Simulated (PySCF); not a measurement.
HCl₃HfO, singlet, at a GFN2-xTB geometry (such geometries of metal compounds can be far from the true shape) (core potentials on Hf); DF-R2SCAN/def2-SV(P) run with PySCF.

Here is a job for PySCF.
```python
from pyscf import gto, scf, dft

mol = gto.Mole()
mol.atom = '''
    Hf   -0.14925711    0.14034048    0.03130687
    Cl    1.67998636    1.13370639   -0.80467477
    Cl    0.56239264   -0.67929444    1.99434686
    Cl   -0.64878279   -1.60501277   -1.29865558
    O    -1.72626897    1.07595861    0.00766214
    H    -2.53447159    0.84803059   -0.46267216
'''
mol.basis = 'def2-sv(p)'
mol.ecp = {'Hf': 'def2-sv(p)'}
mol.verbose = 4
mol.build()

mf = dft.RKS(mol)
mf.xc = 'r2scan'
mf = mf.density_fit(auxbasis='def2-universal-jkfit')
mf.kernel()
mf.analyze()
```

Output, abridged:

```
PySCF version 2.14.0

[INPUT] verbose = 4
[INPUT] num. atoms = 6
[INPUT] num. electrons = 72
[INPUT] charge = 0
[INPUT] spin (= nelec alpha-beta = 2S) = 0
[INPUT] symmetry False subgroup None
[INPUT] Mole.unit = angstrom
[INPUT] Symbol           X                Y                Z      unit          X                Y                Z       unit  Magmom
[...]
nuclear repulsion = 377.440366047687
number of shells = 43
number of NR pGTOs = 186
number of NR cGTOs = 95
basis = def2-sv(p)
ecp = {'Hf': 'def2-sv(p)'}

******** <class 'pyscf.df.df_jk.DFRKS'> ********
method = DFRKS
initial guess = minao
damping factor = 0
level_shift factor = 0
DIIS = <class 'pyscf.scf.diis.CDIIS'>
diis_start_cycle = 1
diis_space = 8
diis_damp = 0
SCF conv_tol = 1e-09
SCF conv_tol_grad = None
SCF max_cycles = 50
direct_scf = False
XC library pyscf.dft.libxc version 7.1.2
    S. Lehtola, C. Steigemann, M. J. T. Oliveira, and M. A. L. Marques,  SoftwareX 7, 1–5 (2018)
XC functionals = r2scan
    J. W. Furness, A. D. Kaplan, J. Ning, J. P. Perdew, and J. Sun,  J. Phys. Chem. Lett. 11, 8208–8215 (2020)
    J. W. Furness, A. D. Kaplan, J. Ning, J. P. Perdew, and J. Sun,  J. Phys. Chem. Lett. 11, 9248–9248 (2020)
    J. W. Furness, A. D. Kaplan, J. Ning, J. P. Perdew, and J. Sun,  J. Phys. Chem. Lett. 11, 8208–8215 (2020)
    J. W. Furness, A. D. Kaplan, J. Ning, J. P. Perdew, and J. Sun,  J. Phys. Chem. Lett. 11, 9248–9248 (2020)
radial grids:
    Treutler-Ahlrichs [JCP 102, 346 (1995); DOI:10.1063/1.469408] (M4) radial grids

becke partition: Becke, JCP 88, 2547 (1988); DOI:10.1063/1.454033
pruning grids: <function nwchem_prune>
grids dens level: 3
symmetrized grids: False
atomic radii adjust function: <function treutler_atomic_radii_adjust>
small_rho_cutoff = 0
Set gradient conv threshold to 3.16228e-05
Initial guess from minao.
tot grids = 104328
init E= -1491.71293103573
[...]
cycle= 1 E= -1503.71101385656  delta_E=  -12  |g|= 1.27  |ddm|= 7.76
[...]
cycle= 2 E= -1503.03860573993  delta_E= 0.672  |g|= 2.05  |ddm|= 3.29
[...]
cycle= 3 E= -1504.07672241053  delta_E= -1.04  |g|= 0.417  |ddm|= 2.11
[...]
cycle= 4 E= -1504.09865026651  delta_E= -0.0219  |g|= 0.291  |ddm|= 0.619
[...]
cycle= 5 E= -1504.11820442934  delta_E= -0.0196  |g|= 0.0444  |ddm|= 0.271
[...]
cycle= 6 E= -1504.11871189865  delta_E= -0.000507  |g|= 0.00753  |ddm|= 0.0623
[...]
cycle= 7 E= -1504.11872849854  delta_E= -1.66e-05  |g|= 0.00132  |ddm|= 0.0101
[...]
cycle= 8 E= -1504.11872884724  delta_E= -3.49e-07  |g|= 0.000552  |ddm|= 0.00178
[...]
cycle= 9 E= -1504.11872892919  delta_E= -8.2e-08  |g|= 0.000149  |ddm|= 0.000776
[...]
cycle= 10 E= -1504.11872893588  delta_E= -6.68e-09  |g|= 2.38e-05  |ddm|= 0.000199
[...]
cycle= 11 E= -1504.11872893601  delta_E= -1.26e-10  |g|= 1.13e-05  |ddm|= 3.6e-05
[...]
Extra cycle  E= -1504.11872893591  delta_E= 9.46e-11  |g|= 2.4e-05  |ddm|= 3.26e-05
converged SCF energy = -1504.11872893591
**** SCF Summaries ****
Total Energy =                       -1504.118728935910895
Nuclear Repulsion Energy =             377.440366047686553
One-electron Energy =                -2842.196876621490446
Two-electron Energy =                  960.637781637892886
Two-electron Coulomb Energy =         1060.400635082633698
DFT Exchange-Correlation Energy =      -99.762853444740827
HOMO-LUMO gap [eV] =                     6.379863286623240
**** MO energy ****
[...]
Dipole moment(X, Y, Z, Debye): -2.61560,  0.72743, -0.57334
```
